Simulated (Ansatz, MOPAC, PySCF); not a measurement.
Breaking a bond: OBe, singlet.

Methods: AM1, restricted, heats of formation (MOPAC); UKS-M06-2X/6-31G* = unrestricted M06-2X/6-31G*, spherical d run with PySCF; UKS-B3LYP/6-31G* = unrestricted B3LYP/6-31G*, spherical d (PySCF 2.14.0); FCI = Ansatz (a quantum-chemistry and plane-wave program) with full CI/cc-pVDZ, frozen core.

Energies relative to the lowest point of each curve between 1.17 and 1.62 Å, where full CI is lowest, in kJ/mol; the last columns give the difference from FCI:

```csv
R / Å,AM1,UKS-M06-2X/6-31G*,UKS-B3LYP/6-31G*,FCI,AM1 − FCI,UKS-M06-2X/6-31G* − FCI,UKS-B3LYP/6-31G* − FCI
1.17,38.7,77.1,83.9,116.6,-77.9,-39.5,-32.8
1.26,0.4,8.6,12.6,27.8,-27.4,-19.2,-15.2
1.34,0.0,0.0,0.0,0.0,0.0,0.0,0.0
1.41,19.0,17.9,13.7,0.7,18.3,17.2,12.9
1.47,46.1,45.3,37.3,13.6,32.5,31.7,23.6
1.52,74.4,72.8,61.2,30.3,44.1,42.5,30.9
1.57,106.5,87.4,81.1,50.7,55.9,36.7,30.4
1.62,141.1,100.0,99.1,73.6,67.5,26.3,25.4
1.69,191.0,122.2,122.2,108.4,82.6,13.8,13.8
```

AM1 is furthest from FCI at 1.69 (82.6 kJ/mol, above); its mean absolute difference over the points is 45.1 kJ/mol.

UKS-M06-2X/6-31G* is furthest from FCI at 1.52 (42.5 kJ/mol, above); its mean absolute difference over the points is 25.2 kJ/mol.

UKS-B3LYP/6-31G* is furthest from FCI at 1.17 (-32.8 kJ/mol, below); its mean absolute difference over the points is 20.6 kJ/mol.

The scan ran from 1.17 to 5.46 Å; beyond the distances shown full CI changes its symmetry label. The restricted form behind AM1 keeps the bonding electrons paired and can't separate into open-shell fragments. The unrestricted determinant behind UKS-M06-2X/6-31G*, UKS-B3LYP/6-31G* is spin-contaminated at 1.52 to 1.69 Å (<S²> up to 1.0, against 0.00 for a pure singlet). Also computed but left out beside FCI, since their determinant holds another spin at the minimum (<S²> over 0.7 above the pure value): UHF, UMP2, UCCSD, UCCSD(T), UCCSDT, UCCSDT(Q), UHF/6-31G*.
